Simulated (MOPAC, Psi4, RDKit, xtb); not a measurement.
Two geometries of H₆BNSi, SMILES B[SiH2]N, relaxed at B3LYP-D3(BJ)/def2-SVP with one dihedral held; other torsions can differ between them too.

Structure A

```
9

B     -1.5728    -0.3855    -0.1219
Si     0.1704     0.6136    -0.0917
N      1.5152    -0.4920     0.0046
H     -1.6777    -1.4985     0.3369
H     -2.5810     0.1343    -0.5353
H      0.3802     1.4814    -1.2907
H      0.0175     1.5729     1.0690
H      2.4642    -0.1285     0.0281
H      1.4332    -1.2843     0.6361
```

Structure B

```
9

B     -1.6368    -0.3719    -0.1310
Si     0.1553     0.5444    -0.1343
N      1.5169    -0.5116     0.1955
H     -1.7766    -1.5695    -0.1782
H     -2.6400     0.3018    -0.0943
H      0.2631     1.3035    -1.4334
H      0.1660     1.5674     0.9609
H      1.9694    -0.9645    -0.5957
H      2.2454    -0.1011     0.7759
```

Which is lower in energy at the level DF-MP2 (frozen core)/cc-pVTZ // B3LYP-D3(BJ)/def2-SVP run with Psi4, and by how much?

A is lower, by 5.52 kJ/mol (dihedral B1–Si2–N3–H8: 180° in A, 90° in B).

E(B) − E(A) in kJ/mol at the other levels, on the same two geometries: B3LYP/def2-TZVP // B3LYP-D3(BJ)/def2-SVP (Psi4) 5.65; B3LYP-D3(BJ)/def2-TZVP // B3LYP-D3(BJ)/def2-SVP (Psi4) 5.94; PBE/def2-TZVP // B3LYP-D3(BJ)/def2-SVP (Psi4) 5.21; PBE-D3(BJ)/def2-TZVP // B3LYP-D3(BJ)/def2-SVP (Psi4) 5.37; HF/cc-pVTZ // B3LYP-D3(BJ)/def2-SVP (Psi4) 5.76; UFF // B3LYP-D3(BJ)/def2-SVP (RDKit) -7.86; PM6, restricted, heats of formation // B3LYP-D3(BJ)/def2-SVP (MOPAC) 6.80; PM3, restricted, heats of formation // B3LYP-D3(BJ)/def2-SVP (MOPAC) 1.35; GFN1-xTB // B3LYP-D3(BJ)/def2-SVP (xtb) 8.40.
